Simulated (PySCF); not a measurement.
Isomers of C5H4F2O, mass 118.023 u with the commonest isotopes. Theory: PBE0-D3(BJ)/def2-SVP geometry optimisation, gas phase (PySCF). One conformer each, none proved a minimum here; rigid rotors.

**Question.** Order these by out-of-plane moment Σ m c² = (Ia + Ib − Ic)/2, largest first.
A. `FC1=COC(F)=CC1`
B. `[O:1]=[C:2]1[CH:3]=[C:4]([F:5])[CH2:6][C@H:7]1[F:8]` with O1–C2–C3–C4 171°, C3–C4–C6–C7 10°, C4–C6–C7–F8 -137°, O1–C2–C7–C6 -166°
C. `[F:1][CH:2]([F:3])[c:4]1[cH:5][cH:6][cH:7][o:8]1` with F1–C2–C4–C5 70°
D. `[CH2:1]=[C:2]([F:3])/[C:4]([F:5])=[CH:6]\[CH:7]=[O:8]` with C1–C2–C4–F5 0°, C4–C6–C7–O8 -179°

**Answer.** C (40.58 u·Å²), B (7.82 u·Å²), A (1.57 u·Å²), D (0.00 u·Å²).

**Question.** Order these by rotational constant C, smallest first.
A. `[F:1][CH:2]([F:3])[c:4]1[cH:5][cH:6][cH:7][o:8]1` with F1–C2–C4–C5 70°
B. `FC1=COC(F)=CC1`
C. `[O:1]=[C:2]1[CH:3]=[C:4]([F:5])[CH2:6][C@H:7]1[F:8]` with O1–C2–C3–C4 171°, C3–C4–C6–C7 10°, C4–C6–C7–F8 -137°, O1–C2–C7–C6 -166°
D. `[CH2:1]=[C:2]([F:3])/[C:4]([F:5])=[CH:6]\[CH:7]=[O:8]` with C1–C2–C4–F5 0°, C4–C6–C7–O8 -179°

**Answer.** D (989.8 MHz), B (1153 MHz), C (1185 MHz), A (1301 MHz).

**Question.** Order these by radius of gyration √(Σ m r²/M), smallest first.
A. `C1=C(CC=C(O1)F)F`
B. `[F:1][CH:2]([F:3])[c:4]1[cH:5][cH:6][cH:7][o:8]1` with F1–C2–C4–C5 70°
C. `[CH2:1]=[C:2]([F:3])/[C:4]([F:5])=[CH:6]\[CH:7]=[O:8]` with C1–C2–C4–F5 0°, C4–C6–C7–O8 -179°

**Answer.** B (1.907 Å), A (1.930 Å), C (2.080 Å).

```tsv
SMILES	point group	Ia (u·Å²)	Ib (u·Å²)	Ic (u·Å²)	κ	μa (D)	μb (D)	μc (D)
FC(F)c1ccco1	near Cs	103.69	366.04	388.57	-0.96	2.17	0.28	0.34
FC1=COC(F)=CC1	Cs	95.63	345.75	438.24	-0.85	0.59	0.85	0.00
C=C(F)/C(F)=C\C=O	Cs	141.11	369.46	510.57	-0.71	3.70	0.08	0.03
O=C1C=C(F)C[C@H]1F	C1	138.44	303.83	426.63	-0.61	2.92	1.60	1.01
```
